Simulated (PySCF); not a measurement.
## Gas-phase thermal properties of CuBr

Method: PySCF energies (xtb for GFN2) plus ideal-gas RRHO corrections (1 bar). 6-31G* has spherical d functions here. All species are closed-shell singlets. B3LYP is the form with VWN-RPA correlation. Br, Cu: all electrons, no relativistic terms. The harmonic model lacks anharmonicity and excited electronic states, which grow with temperature; levels with a mode under 35 cm⁻¹ are left out.

```json
[
 {"level": "B3LYP/6-31G*", "point group": "C∞v", "σ": "1", "ZPE (kJ/mol)": "2.1", "S°298 (J/mol/K)": "247.1", "Cp298 (J/mol/K)": "35.7", "S°1000 (J/mol/K)": "291.6", "H1000 − H298 (kJ/mol)": "25.9"},
 {"level": "GFN2-xTB", "point group": "C∞v", "σ": "1", "ZPE (kJ/mol)": "1.6", "S°298 (J/mol/K)": "249.2", "Cp298 (J/mol/K)": "36.3", "S°1000 (J/mol/K)": "293.9", "H1000 − H298 (kJ/mol)": "26.0"},
 {"level": "HF/6-31G*", "point group": "C∞v", "σ": "1", "ZPE (kJ/mol)": "1.7", "S°298 (J/mol/K)": "249.1", "Cp298 (J/mol/K)": "36.2", "S°1000 (J/mol/K)": "293.8", "H1000 − H298 (kJ/mol)": "26.0"},
 {"level": "PBE/def2-SVP", "point group": "C∞v", "σ": "1", "ZPE (kJ/mol)": "1.8", "S°298 (J/mol/K)": "248.5", "Cp298 (J/mol/K)": "36.0", "S°1000 (J/mol/K)": "293.1", "H1000 − H298 (kJ/mol)": "26.0"},
 {"level": "PBE0/def2-TZVP", "point group": "C∞v", "σ": "1", "ZPE (kJ/mol)": "1.8", "S°298 (J/mol/K)": "248.8", "Cp298 (J/mol/K)": "36.1", "S°1000 (J/mol/K)": "293.4", "H1000 − H298 (kJ/mol)": "26.0"}
]
```
σ: rotational symmetry number. Electronic degeneracy used: 1. Frequencies are unscaled.
